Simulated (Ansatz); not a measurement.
BPH3F3 (relaxed from a model of B(PH3)F3, whose bonding it doesn't keep). Total charge 0; singlet. Geometry PBE-D4/def2-SVP; atoms count from 1.

```
atom   x (Å)   y (Å)   z (Å)
  B1   0.963  -1.284  -0.245
  P2  -0.672   0.901   0.174
  H3  -1.600   1.339  -0.829
  H4  -0.142   2.208   0.434
  H5  -1.623   0.935   1.248
  F6   1.584  -0.749  -1.296
  F7  -0.047  -2.131  -0.443
  F8   1.537  -1.219   0.957
```

In the singlet geometry the species has come apart into loosely held pieces.

Estimate the Mulliken populations from the PBE0/def2-TZVP orbitals of Ansatz.


```
atom  charge (e)
  B1        0.59
  P2       -0.22
  H3        0.10
  H4        0.10
  H5        0.10
  F6       -0.23
  F7       -0.23
  F8       -0.23
```
Mulliken values and Mayer orders depend strongly on the basis.

And the Mayer bond orders between bonded heavy atoms (over 0.3)?

B1–F6 1.20 (1.33 Å); B1–F7 1.20 (1.33 Å); B1–F8 1.20 (1.33 Å).
